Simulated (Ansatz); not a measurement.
`BC(=C)Cl` + H₂S → `BS` + `C=CCl` at 700 K and 1 bar (ligand exchange at a B–C bond).

Computed with Ansatz on PBE0-D4/def2-TZVP structures; ΔE is electronic, products minus reactants. CBS: MP2 limit from def2 TZ/QZ plus the TZ coupled-cluster correction, frozen cores. This one scheme is used for every species.

```tsv
species	CCSD(T)/CBS energy (Eh)	H − E (kJ/mol)	S (J/(mol·K))
`BC(=C)Cl`	-563.04034	198.8	382.5
H₂S	-398.97279	64.8	236.9
`BS`	-424.38198	115.9	297.3
`C=CCl`	-537.65823	153.0	322.7
```

H − E and S are ideal-gas, rigid-rotor, harmonic terms from PBE0-D4/def2-TZVP. 1 Eh = 2625.50 kJ/mol, R = 8.31446 J/(mol·K).

Task: By hand: ΔE, ΔH, ΔS and ΔG.

Result: ΔE = (-424.38198) + (-537.65823) − (-563.04034) − (-398.97279) = -0.02708 Eh = -71.1 kJ/mol. Δ(H − E) = 115.9 + 153.0 − 198.8 − 64.8 = 5.3, so ΔH = -65.8 kJ/mol. ΔS = 297.3 + 322.7 − 382.5 − 236.9 = 0.6 J/(mol·K). ΔG = -65.8 − 700 × (0.6)/1000 = -66.2 kJ/mol.

Task: By hand: the equilibrium constant, and the temperature at which ΔG would vanish if ΔH and ΔS stayed fixed.

Result: log₁₀ K = −ΔG/(RT ln 10) = 4.9. ΔH and −TΔS have one sign here, so there is no such temperature.

The number of gas molecules stays the same, so ΔS is small and ΔH decides. A doubt of 5 kJ/mol in ΔE shifts log₁₀ K by 0.4 here. These are equilibria of isolated gas molecules and say nothing of rates. Largest T1 diagnostic: 0.015 (customary marks: 0.02 for closed shells, 0.045 for open ones).

ΔS is within the doubt of such terms, so its sign, and with it that verdict, could turn.
